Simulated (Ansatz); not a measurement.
A short molecular-dynamics run on H₈N₂OSi₂, SMILES `N[SiH](O)N[SiH3]`.

```yaml
crystal:
  periodic: [false, false, false]
  atoms:
    - {symbol: N, position_ang: [-1.344878, -0.339060, 1.864606]}
    - {symbol: Si, position_ang: [-1.033323, -0.191058, 0.194993]}
    - {symbol: O, position_ang: [-0.763339, -1.551115, -0.694769]}
    - {symbol: N, position_ang: [0.389903, 0.761903, 0.046802]}
    - {symbol: Si, position_ang: [1.577097, 0.676712, -1.205446]}
    - {symbol: H, position_ang: [-0.616610, -0.557213, 2.524619]}
    - {symbol: H, position_ang: [-2.251396, -0.621028, 2.199368]}
    - {symbol: H, position_ang: [-2.262836, 0.360333, -0.415428]}
    - {symbol: H, position_ang: [-0.005207, -2.092150, -0.467282]}
    - {symbol: H, position_ang: [0.470814, 1.545604, 0.677548]}
    - {symbol: H, position_ang: [2.231935, -0.660274, -1.235159]}
    - {symbol: H, position_ang: [2.610199, 1.705799, -0.914053]}
    - {symbol: H, position_ang: [1.018139, 0.926746, -2.560899]}
basis:
  gaussian: {orbitals: "6-31G*"}
hamiltonian: {xc: {name: revPBE}}
md: {timestep: 1 fs, n_steps: 20, ensemble: nvt_langevin, temperature: 1500, initial_velocities: maxwell_boltzmann, friction: 0.01, seed: 461}
```

```sh
$ ansatz run in.yaml --threads 4 --pin off --events-out ev --progress --plain --max-ram 10444MiB
```

| step | time (fs) | potential energy (eV) | kinetic (eV) | T (K) | conserved (eV) |
| --- | --- | --- | --- | --- | --- |
| 0 | 0.0 | -20909.2164 | 2.3267 | 1385 | – |
| 1 | 1.0 | -20909.0716 | 2.2801 | 1357 | – |
| 2 | 2.0 | -20908.8141 | 1.9977 | 1189 | – |
| 3 | 3.0 | -20908.6417 | 1.8263 | 1087 | – |
| 4 | 4.0 | -20908.4015 | 1.6280 | 969 | – |
| 5 | 5.0 | -20908.0528 | 1.3398 | 797 | – |
| 6 | 6.0 | -20907.7856 | 1.1341 | 675 | – |
| 7 | 7.0 | -20907.7483 | 1.0747 | 640 | – |
| 8 | 8.0 | -20907.9141 | 1.1739 | 699 | – |
| 9 | 9.0 | -20908.0735 | 1.3122 | 781 | – |
| 10 | 10.0 | -20908.0602 | 1.2396 | 738 | – |
| 11 | 11.0 | -20907.9825 | 1.2197 | 726 | – |
| 12 | 12.0 | -20908.0482 | 1.3087 | 779 | – |
| 13 | 13.0 | -20908.2430 | 1.5315 | 911 | – |
| 14 | 14.0 | -20908.4136 | 1.6976 | 1010 | – |
| 15 | 15.0 | -20908.4878 | 1.7796 | 1059 | – |
| 16 | 16.0 | -20908.4886 | 1.9746 | 1175 | – |
| 17 | 17.0 | -20908.4584 | 2.0311 | 1209 | – |
| 18 | 18.0 | -20908.3459 | 1.8884 | 1124 | – |
| 19 | 19.0 | -20908.1132 | 1.6716 | 995 | – |
| 20 | 20.0 | -20907.8722 | 1.4299 | 851 | – |

Velocities are drawn at the set temperature; a run this short doesn't reach equilibrium.

Frames (Å, forces in eV/Å):

```xyz
13
time=0.0 fs
N    -1.345   -0.339    1.865   -0.090    0.306    0.355
Si   -1.033   -0.191    0.195   -0.450    0.340   -0.059
O    -0.763   -1.551   -0.695   -0.562   -0.559   -0.974
N     0.390    0.762    0.047    0.186    0.183    0.248
Si    1.577    0.677   -1.205    0.235   -0.075   -0.349
H    -0.617   -0.557    2.525    0.411   -0.138    0.386
H    -2.251   -0.621    2.199   -0.520   -0.168    0.203
H    -2.263    0.360   -0.415   -0.278    0.073   -0.105
H    -0.005   -2.092   -0.467    0.659   -0.424    0.240
H     0.471    1.546    0.678    0.049    0.449    0.366
H     2.232   -0.660   -1.235    0.194   -0.239   -0.051
H     2.610    1.706   -0.914    0.215    0.204    0.045
H     1.018    0.927   -2.561   -0.048    0.047   -0.306
13
time=1.0 fs
N    -1.351   -0.336    1.855    2.643    0.814    0.101
Si   -1.034   -0.189    0.207   -0.488   -0.410   -1.318
O    -0.764   -1.573   -0.711   -1.414    0.739   -0.611
N     0.387    0.763    0.049    0.151    0.117    0.299
Si    1.583    0.679   -1.200    0.163    0.642   -1.277
H    -0.616   -0.567    2.510    0.258   -0.091    0.294
H    -2.218   -0.564    2.186   -3.117   -0.812    1.182
H    -2.277    0.358   -0.388   -0.204    0.059   -0.126
H     0.004   -2.061   -0.465    1.445   -0.971    0.445
H     0.404    1.535    0.704    0.285    0.455    0.177
H     2.286   -0.636   -1.239    0.077   -0.195    0.016
H     2.605    1.761   -0.945   -0.065   -0.117    0.063
H     1.023    0.952   -2.631    0.267   -0.228    0.755
13
time=2.0 fs
N    -1.355   -0.335    1.846    3.873    0.801    0.223
Si   -1.035   -0.187    0.219   -0.587   -0.982   -2.503
O    -0.764   -1.593   -0.728   -1.492    1.332   -0.134
N     0.385    0.763    0.052    0.033    0.559    0.839
Si    1.587    0.681   -1.195    0.209    1.277   -1.900
H    -0.612   -0.576    2.490    0.167   -0.087    0.323
H    -2.209   -0.511    2.189   -4.260   -0.892    1.692
H    -2.295    0.358   -0.361   -0.082    0.026   -0.135
H     0.025   -2.039   -0.464    1.472   -0.966    0.428
H     0.336    1.533    0.740    0.557   -0.061   -0.480
H     2.340   -0.609   -1.245   -0.041   -0.171    0.081
H     2.599    1.811   -0.968   -0.287   -0.396    0.084
H     1.031    0.979   -2.696    0.438   -0.438    1.482
13
time=3.0 fs
N    -1.355   -0.332    1.836    2.055    0.285    1.479
Si   -1.037   -0.185    0.229   -0.720   -1.362   -3.694
O    -0.764   -1.611   -0.746   -0.830    1.409    0.484
N     0.383    0.764    0.056   -0.194    1.038    1.462
Si    1.590    0.683   -1.189    0.311    1.728   -2.298
H    -0.608   -0.588    2.465    0.190   -0.131    0.485
H    -2.236   -0.467    2.210   -2.477   -0.429    1.023
H    -2.315    0.362   -0.338    0.107   -0.033   -0.114
H     0.053   -2.029   -0.462    0.764   -0.574    0.173
H     0.274    1.533    0.779    0.883   -0.615   -1.190
H     2.392   -0.581   -1.249   -0.152   -0.150    0.143
H     2.589    1.852   -0.992   -0.425   -0.588    0.129
H     1.042    0.998   -2.750    0.489   -0.577    1.919
13
time=4.0 fs
N    -1.354   -0.330    1.826   -0.790   -0.123    3.216
Si   -1.038   -0.183    0.238   -0.798   -1.602   -4.818
O    -0.764   -1.628   -0.764    0.421    1.145    1.233
N     0.383    0.765    0.061   -0.415    1.143    1.729
Si    1.594    0.687   -1.183    0.393    1.944   -2.525
H    -0.606   -0.601    2.442    0.280   -0.201    0.700
H    -2.285   -0.433    2.241    0.253   -0.056   -0.151
H    -2.334    0.369   -0.317    0.290   -0.099   -0.103
H     0.090   -2.032   -0.455   -0.543    0.061   -0.294
H     0.223    1.524    0.807    1.169   -0.777   -1.535
H     2.442   -0.552   -1.245   -0.256   -0.125    0.197
H     2.573    1.884   -1.018   -0.461   -0.655    0.197
H     1.064    1.004   -2.789    0.457   -0.653    2.154
13
time=5.0 fs
N    -1.353   -0.327    1.819   -2.557   -0.352    4.782
Si   -1.041   -0.183    0.245   -0.710   -1.778   -5.751
O    -0.764   -1.644   -0.781    1.367    0.994    1.836
N     0.382    0.767    0.068   -0.563    0.859    1.588
Si    1.599    0.690   -1.178    0.424    2.063   -2.564
H    -0.601   -0.612    2.428    0.164   -0.187    0.711
H    -2.331   -0.404    2.272    2.105    0.059   -1.023
H    -2.346    0.374   -0.293    0.355   -0.124   -0.148
H     0.122   -2.041   -0.448   -1.547    0.500   -0.675
H     0.183    1.503    0.822    1.361   -0.556   -1.496
H     2.493   -0.519   -1.236   -0.333   -0.140    0.240
H     2.550    1.911   -1.040   -0.429   -0.639    0.266
H     1.096    1.003   -2.806    0.363   -0.697    2.235
13
time=6.0 fs
N    -1.352   -0.322    1.813   -3.146   -0.493    5.926
Si   -1.046   -0.184    0.251   -0.474   -1.917   -6.503
O    -0.762   -1.659   -0.797    1.694    1.083    2.198
N     0.381    0.769    0.075   -0.580    0.403    1.180
Si    1.602    0.694   -1.175    0.369    2.085   -2.450
H    -0.596   -0.621    2.421   -0.047   -0.112    0.595
H    -2.355   -0.376    2.295    2.853    0.030   -1.428
H    -2.351    0.372   -0.272    0.291   -0.093   -0.233
H     0.136   -2.047   -0.443   -1.914    0.629   -0.855
H     0.158    1.481    0.830    1.436   -0.175   -1.238
H     2.542   -0.482   -1.222   -0.385   -0.176    0.271
H     2.519    1.932   -1.064   -0.320   -0.529    0.352
H     1.135    1.000   -2.802    0.222   -0.735    2.185
13
time=7.0 fs
N    -1.352   -0.317    1.813   -3.121   -0.527    6.287
Si   -1.052   -0.186    0.255   -0.193   -2.007   -6.894
O    -0.759   -1.672   -0.812    1.505    1.345    2.348
N     0.378    0.771    0.084   -0.476   -0.182    0.536
Si    1.606    0.700   -1.173    0.296    1.904   -2.166
H    -0.594   -0.634    2.412   -0.126   -0.070    0.572
H    -2.353   -0.351    2.302    2.865   -0.046   -1.445
H    -2.352    0.366   -0.257    0.159   -0.036   -0.315
H     0.131   -2.047   -0.440   -1.747    0.516   -0.853
H     0.145    1.462    0.828    1.384    0.330   -0.772
H     2.587   -0.448   -1.202   -0.456   -0.155    0.283
H     2.479    1.948   -1.085   -0.127   -0.309    0.446
H     1.177    0.994   -2.776    0.037   -0.763    1.974
13
time=8.0 fs
N    -1.352   -0.313    1.819   -2.482   -0.443    5.634
Si   -1.058   -0.189    0.256    0.048   -2.075   -6.780
O    -0.755   -1.682   -0.824    0.762    1.789    2.213
N     0.375    0.771    0.092   -0.290   -0.892   -0.298
Si    1.608    0.706   -1.173    0.216    1.574   -1.644
H    -0.593   -0.646    2.404   -0.059   -0.088    0.676
H    -2.326   -0.330    2.292    2.159   -0.135   -1.040
H    -2.353    0.357   -0.249    0.022    0.020   -0.379
H     0.111   -2.042   -0.447   -1.020    0.172   -0.601
H     0.141    1.445    0.820    1.235    0.951   -0.130
H     2.625   -0.418   -1.181   -0.512   -0.115    0.293
H     2.432    1.963   -1.100    0.119   -0.010    0.528
H     1.219    0.980   -2.728   -0.197   -0.748    1.528
13
time=9.0 fs
N    -1.352   -0.309    1.830   -1.003   -0.278    4.054
Si   -1.064   -0.192    0.255    0.251   -2.107   -6.276
O    -0.749   -1.691   -0.834   -0.521    2.408    1.776
N     0.371    0.772    0.099   -0.081   -1.564   -1.132
Si    1.611    0.714   -1.173    0.190    1.109   -0.816
H    -0.594   -0.657    2.397    0.120   -0.160    0.868
H    -2.281   -0.306    2.272    0.525   -0.217   -0.152
H    -2.357    0.341   -0.248   -0.093    0.071   -0.413
H     0.081   -2.040   -0.460    0.244   -0.378   -0.077
H     0.147    1.437    0.811    1.036    1.517    0.505
H     2.659   -0.390   -1.159   -0.565   -0.052    0.298
H     2.384    1.977   -1.112    0.384    0.342    0.601
H     1.257    0.961   -2.668   -0.488   -0.690    0.765
13
time=10.0 fs
N    -1.351   -0.308    1.844    1.003   -0.126    1.949
Si   -1.068   -0.197    0.251    0.439   -2.119   -5.518
O    -0.743   -1.697   -0.841   -1.676    2.958    1.314
N     0.368    0.772    0.105    0.010   -1.758   -1.492
Si    1.615    0.722   -1.174    0.292    0.524    0.466
H    -0.595   -0.668    2.392    0.340   -0.270    1.112
H    -2.240   -0.282    2.251   -1.671   -0.226    0.993
H    -2.358    0.317   -0.258   -0.210    0.128   -0.421
H     0.058   -2.048   -0.471    1.383   -0.881    0.441
H     0.165    1.446    0.807    0.922    1.600    0.677
H     2.689   -0.365   -1.130   -0.622    0.039    0.274
H     2.337    1.990   -1.117    0.640    0.722    0.660
H     1.291    0.941   -2.597   -0.850   -0.590   -0.456
13
time=11.0 fs
N    -1.348   -0.308    1.860    2.245    0.000    0.231
Si   -1.072   -0.201    0.246    0.523   -2.128   -4.645
O    -0.738   -1.701   -0.848   -1.974    3.126    1.179
N     0.364    0.770    0.108   -0.011   -1.232   -1.177
Si    1.618    0.731   -1.174    0.438   -0.020    2.087
H    -0.595   -0.677    2.392    0.542   -0.380    1.314
H    -2.219   -0.268    2.243   -3.082   -0.192    1.702
H    -2.362    0.288   -0.277   -0.251    0.164   -0.386
H     0.051   -2.068   -0.482    1.658   -1.007    0.600
H     0.192    1.472    0.812    0.914    0.980    0.180
H     2.709   -0.341   -1.097   -0.612    0.083    0.237
H     2.290    2.006   -1.110    0.842    1.057    0.679
H     1.321    0.917   -2.534   -1.233   -0.451   -2.001
13
time=12.0 fs
N    -1.343   -0.307    1.876    1.778    0.097   -0.360
Si   -1.074   -0.205    0.238    0.447   -2.078   -3.750
O    -0.732   -1.702   -0.855   -1.382    2.833    1.405
N     0.360    0.769    0.112    0.019   -0.455   -0.669
Si    1.622    0.739   -1.173    0.468   -0.267    3.355
H    -0.586   -0.684    2.400    0.431   -0.348    1.273
H    -2.228   -0.261    2.253   -2.471   -0.257    1.484
H    -2.374    0.261   -0.303   -0.132    0.140   -0.281
H     0.056   -2.100   -0.487    1.029   -0.683    0.366
H     0.229    1.509    0.819    0.843    0.113   -0.492
H     2.721   -0.312   -1.060   -0.497    0.036    0.201
H     2.244    2.030   -1.093    0.934    1.240    0.639
H     1.338    0.889   -2.497   -1.466   -0.371   -3.170
13
time=13.0 fs
N    -1.337   -0.305    1.893    0.362    0.094   -0.114
Si   -1.076   -0.210    0.229    0.236   -1.979   -2.925
O    -0.727   -1.702   -0.861   -0.313    2.193    1.825
N     0.355    0.767    0.115    0.178    0.051   -0.462
Si    1.626    0.748   -1.171    0.363   -0.056    3.666
H    -0.570   -0.695    2.418   -0.099   -0.121    0.942
H    -2.263   -0.256    2.270   -0.516   -0.409    0.724
H    -2.393    0.236   -0.337    0.153    0.065   -0.093
H     0.069   -2.141   -0.486   -0.083   -0.032   -0.088
H     0.272    1.537    0.819    0.646   -0.461   -0.844
H     2.730   -0.277   -1.019   -0.342   -0.060    0.159
H     2.209    2.062   -1.069    0.848    1.107    0.533
H     1.343    0.860   -2.493   -1.433   -0.392   -3.325
13
time=14.0 fs
N    -1.331   -0.303    1.910   -0.788   -0.004    0.256
Si   -1.078   -0.216    0.219   -0.003   -1.893   -2.171
O    -0.722   -1.702   -0.865    0.545    1.561    2.137
N     0.350    0.767    0.117    0.392    0.210   -0.570
Si    1.630    0.757   -1.168    0.170    0.565    2.989
H    -0.556   -0.711    2.445   -0.734    0.182    0.481
H    -2.303   -0.251    2.294    1.279   -0.541    0.028
H    -2.417    0.206   -0.372    0.480    0.005    0.112
H     0.078   -2.188   -0.485   -0.979    0.604   -0.449
H     0.318    1.554    0.811    0.381   -0.670   -0.854
H     2.739   -0.240   -0.976   -0.194   -0.158    0.113
H     2.187    2.109   -1.041    0.596    0.583    0.362
H     1.338    0.830   -2.521   -1.143   -0.443   -2.433
13
time=15.0 fs
N    -1.326   -0.302    1.925   -1.435   -0.106    0.435
Si   -1.080   -0.223    0.208   -0.176   -1.854   -1.458
O    -0.720   -1.703   -0.867    0.869    1.186    2.199
N     0.346    0.767    0.119    0.593    0.137   -0.846
Si    1.634    0.766   -1.163   -0.094    1.267    1.809
H    -0.547   -0.723    2.477   -1.187    0.423    0.069
H    -2.335   -0.249    2.322    2.397   -0.612   -0.444
H    -2.438    0.173   -0.403    0.725   -0.007    0.265
H     0.071   -2.233   -0.490   -1.327    0.978   -0.564
H     0.367    1.562    0.796    0.110   -0.633   -0.655
H     2.748   -0.205   -0.933   -0.068   -0.232    0.059
H     2.170    2.168   -1.006    0.309   -0.107    0.145
H     1.321    0.801   -2.571   -0.714   -0.438   -1.014
13
time=16.0 fs
N    -1.322   -0.301    1.941   -1.738   -0.134    0.303
Si   -1.081   -0.229    0.197   -0.274   -1.874   -0.784
O    -0.717   -1.704   -0.868    0.638    1.198    2.018
N     0.342    0.766    0.121    0.787   -0.168   -1.350
Si    1.637    0.776   -1.158   -0.317    1.677    0.769
H    -0.552   -0.727    2.513   -1.279    0.505   -0.191
H    -2.346   -0.253    2.347    2.790   -0.607   -0.680
H    -2.455    0.134   -0.430    0.885    0.032    0.378
H     0.045   -2.267   -0.500   -1.101    0.966   -0.427
H     0.421    1.561    0.773   -0.151   -0.321   -0.206
H     2.760   -0.172   -0.885   -0.035   -0.224   -0.030
H     2.158    2.225   -0.966    0.080   -0.699   -0.078
H     1.294    0.767   -2.629   -0.286   -0.352    0.279
13
time=17.0 fs
N    -1.318   -0.301    1.956   -1.621   -0.107   -0.194
Si   -1.082   -0.235    0.186   -0.316   -1.884   -0.150
O    -0.714   -1.705   -0.868   -0.166    1.713    1.566
N     0.338    0.766    0.124    0.898   -0.588   -1.924
Si    1.640    0.787   -1.151   -0.516    1.835    0.104
H    -0.571   -0.728    2.549   -1.029    0.437   -0.292
H    -2.328   -0.267    2.364    2.406   -0.520   -0.654
H    -2.468    0.091   -0.456    0.998    0.102    0.471
H     0.001   -2.288   -0.513   -0.277    0.431   -0.016
H     0.477    1.556    0.746   -0.356    0.114    0.334
H     2.770   -0.140   -0.835   -0.011   -0.214   -0.126
H     2.149    2.273   -0.919   -0.073   -1.111   -0.292
H     1.264    0.728   -2.680    0.063   -0.207    1.174
13
time=18.0 fs
N    -1.316   -0.300    1.973   -0.844   -0.045   -1.050
Si   -1.084   -0.242    0.174   -0.322   -1.861    0.416
O    -0.712   -1.706   -0.865   -1.284    2.617    0.928
N     0.334    0.765    0.125    0.952   -0.766   -2.250
Si    1.644    0.798   -1.145   -0.722    1.887   -0.245
H    -0.598   -0.728    2.581   -0.544    0.271   -0.262
H    -2.285   -0.291    2.374    1.127   -0.383   -0.321
H    -2.483    0.050   -0.476    1.105    0.175    0.547
H    -0.047   -2.303   -0.526    0.859   -0.508    0.571
H     0.528    1.553    0.724   -0.535    0.297    0.644
H     2.776   -0.105   -0.788    0.080   -0.270   -0.190
H     2.148    2.311   -0.868   -0.186   -1.386   -0.501
H     1.242    0.681   -2.718    0.313   -0.026    1.713
13
time=19.0 fs
N    -1.316   -0.298    1.989    0.638    0.154   -2.344
Si   -1.087   -0.249    0.164   -0.235   -1.835    0.937
O    -0.708   -1.706   -0.860   -1.954    3.228    0.473
N     0.330    0.764    0.123    1.039   -0.565   -2.256
Si    1.649    0.808   -1.141   -0.879    1.769   -0.383
H    -0.631   -0.727    2.607    0.129    0.006   -0.074
H    -2.233   -0.317    2.380   -1.039   -0.294    0.368
H    -2.493    0.006   -0.493    1.144    0.267    0.587
H    -0.082   -2.324   -0.535    1.536   -1.177    0.952
H     0.576    1.554    0.710   -0.768    0.116    0.655
H     2.776   -0.077   -0.742    0.171   -0.319   -0.243
H     2.154    2.334   -0.819   -0.266   -1.519   -0.683
H     1.227    0.627   -2.742    0.484    0.168    2.012
13
time=20.0 fs
N    -1.316   -0.296    2.004    2.266    0.495   -3.672
Si   -1.090   -0.258    0.154    0.048   -1.767    1.486
O    -0.705   -1.703   -0.854   -1.480    2.645    0.558
N     0.328    0.761    0.121    1.099   -0.290   -2.164
Si    1.654    0.817   -1.136   -0.957    1.464   -0.364
H    -0.663   -0.725    2.633    0.820   -0.278    0.162
H    -2.190   -0.347    2.386   -3.368   -0.333    1.137
H    -2.490   -0.037   -0.499    1.017    0.381    0.537
H    -0.095   -2.359   -0.540    1.061   -0.712    0.739
H     0.619    1.549    0.703   -1.015   -0.145    0.586
H     2.774   -0.059   -0.699    0.215   -0.318   -0.302
H     2.157    2.339   -0.780   -0.285   -1.493   -0.819
H     1.223    0.570   -2.746    0.579    0.352    2.115
```

It took 29 s on 4 threads of an AMD EPYC 7B13 on a shared host, with 0.16 GiB of host memory at the peak.
